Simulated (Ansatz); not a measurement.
Ansatz results at the PBE0-D4/def2-TZVP geometry: LUMO energy (ωB97M-V/def2-TZVPP) 2.14 eV; HOMO–LUMO gap (PBE0/def2-TZVPP) 7.32 eV; LUMO energy (B3LYP/def2-TZVPP) 0.27 eV.

Q: Which molecule gave them?
A. `BOC1CO1`
B. `FC[SiH]1CC1`
C. `FC/C=C/[SiH3]`
D. `C[Si@H]1C[C@H]1F`

A: D. The others give `FC[SiH]1CC1`: 1.92, 7.23, -0.03; `FC/C=C/[SiH3]`: 1.68, 7.38, -0.63; `BOC1CO1`: 1.12, 7.77, -0.99.

B3LYP here is the variant with VWN-RPA as its local correlation; programs differ in this.
